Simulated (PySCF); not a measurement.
SbF: energy against distance

Set-up: PySCF, scalar-relativistic core potentials, basis sets Sb cc-pVTZ-PP with ECP28, F cc-pVTZ. Energies in eV from Sb + F in their ground configurations at the same level. All curves are PBE0. state 1: ³Σ⁻ (triplet), unpaired electrons π ↑↑; state 2: Ms = 0 determinant of mixed spin (⟨S²⟩ near 1.0), unpaired electrons π ↑↓, a mixture of terms (⟨Lz²⟩ = 2.0), a second solution, started from another occupation; state 3: singlet, one real π or δ orbital doubly filled, a mixture of terms (⟨Lz²⟩ = 2.0), a second solution, started from another occupation; state 4: quintet, unpaired electrons σ ↑↑, π ↑↑, a second solution, started from another occupation.

```csv
R (Å),state 1,state 2,state 3,state 4
1.664,-2.700,-2.397,-1.451,4.5721
1.742,-3.453,-3.149,-2.200,3.5803
1.819,-3.853,-3.548,-2.596,2.8791
1.877,-3.990,-3.684,-2.730,2.4810
1.935,-4.026,-3.719,-2.762,2.1578
1.993,-3.985,-3.677,-2.718,1.8892
2.071,-3.847,-3.537,-2.574,1.5918
2.167,-3.584,-3.272,-2.305,1.2880
2.283,-3.198,-2.882,-1.910,0.9934
2.438,-2.642,-2.318,-1.339,0.6892
```

Task: Put a parabola through the three lowest points of the state 1 curve and estimate Re, k and ωe (reduced mass 16.42 u; 1 eV/Å² = 0.16022 mdyn/Å; ωe = 1302.8·√(k/μ) cm⁻¹).

Result: Through R = 1.877, 1.935, 1.993 Å the second-order coefficient is 11.4 eV/Å², so Re ≈ 1.933 Å, k ≈ 3.67 mdyn/Å and ωe ≈ 616 cm⁻¹. A polynomial fit of higher order to the unrounded PBE0 energies gives Re = 1.930 Å, k = 3.68 mdyn/Å, ωe = 616 cm⁻¹; anharmonicity and rounding make the difference.

The higher-order fit for each curve: state 1: Re = 1.930 Å, ωe = 616 cm⁻¹, De = 4.03 eV; state 2: Re = 1.929 Å, ωe = 618 cm⁻¹, minimum 3.72 eV below the ground-state fragments; state 3: Re = 1.928 Å, ωe = 621 cm⁻¹, minimum 2.76 eV below the ground-state fragments. State 4 gave no clean fit.

Spin–orbit coupling is left out, which matters for elements this heavy, above all for dissociation energies. The state is the lowest determinant that a PBE0 search found; another state may lie lower at other levels.
